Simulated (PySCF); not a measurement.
Species: C7H8F (charge +1).
Geometry (GFN2-xTB, Å), atoms numbered from 1 in this order:
```xyz
16
C7H8F angstrom
F      2.6261   -1.5215   -0.1816
C      2.2979   -0.2044   -0.2761
C      0.8166   -0.0197   -0.1034
C     -0.0120   -1.0967    0.1146
C     -1.4471   -0.9295    0.2827
C     -1.9590    0.4306    0.2059
C     -1.1128    1.4861   -0.0122
C      0.2581    1.2674   -0.1647
H      2.6252    0.1458   -1.2631
H      2.8558    0.3299    0.5030
H      0.4060   -2.0939    0.1636
H     -1.9870   -1.5793   -0.4289
H     -1.7690   -1.4015    1.2283
H     -3.0215    0.5888    0.3251
H     -1.4960    2.4940   -0.0681
H      0.9110    2.1129   -0.3365
```

NICS = −σ at a ghost point: NICS(0) at the centroid of the ring atoms, NICS(1) 1 Å to either side along the normal of their mean plane, zz for the tensor component along that normal. Level: GIAO PBE0/pcSseg-1 (PySCF, non-relativistic, gas phase) on the GFN2-xTB geometry, one conformer.

Ring bond lengths (Å), with Mayer bond orders in brackets: C3–C4 1.376 (1.50), C4–C5 1.455 (1.13), C5–C6 1.455 (1.13), C6–C7 1.370 (1.54), C7–C8 1.397 (1.35), C8–C3 1.404 (1.28).

Question: What do the NICS probes read (ppm)?

Answer: 
| ring | type | NICS(0) | NICS(1), two faces | NICS(1)zz, two faces | rms pucker (Å) | centre to ring atoms, mean (Å) |
| --- | --- | --- | --- | --- | --- | --- |
| C3–C4–C5–C6–C7–C8 | 6-membered carbocycle; formal bonds 2 double, 4 single | -0.7 | -6.7 / -6.7 | -15.4 / -15.4 | 0.00 | 1.41 |

Question: What do they say, and how far can they be read as aromaticity?

Answer: 
- C3–C4–C5–C6–C7–C8: mean NICS(1)zz -15.4 ppm, shielded. C5 has four or more neighbours, and the NICS criterion for π rings isn't applied. NICS(0) lies 6 ppm above the mean NICS(1).

Question: At the first NICS(1) probe listed for ring C3–C4–C5–C6–C7–C8, 1 Å off the ring, how large is the induced field along the normal in 9.4 T applied along it?

Answer: NICSzz × B0 = -15.4 ppm × 9.4 T = -145 μT, against the applied field.

Question: How shielded are the nuclei of the rings and their hydrogens (means over atoms taken as equivalent)?

Answer: 
```
   atoms                      environment  σ isotropic (ppm)  principal values of the symmetric part, first atom (ppm)
      C3  fully substituted alkene carbon               30.0                                        -65.6, -8.5, 164.2
      C4                 alkene CH carbon               -4.7                                      -137.5, -58.3, 181.6
      C5                   allylic carbon              133.0                                        75.3, 138.8, 184.9
      C6       carbon bonded to 2 C and H               -9.6                                      -148.8, -55.5, 175.4
      C7       carbon bonded to 2 C and H               44.6                                        -64.5, 18.8, 179.6
      C8       carbon bonded to 2 C and H                9.8                                       -97.6, -48.2, 175.1
     H11                 vinylic hydrogen              21.72                                          17.0, 19.1, 29.1
H12 (×2)               methylene hydrogen              26.12                                          20.9, 24.7, 32.7
     H14               hydrogen on carbon              21.85                                          18.7, 20.4, 26.5
     H15               hydrogen on carbon              22.94                                          20.2, 22.8, 25.9
     H16               hydrogen on carbon              22.43                                          19.5, 20.2, 27.6
```
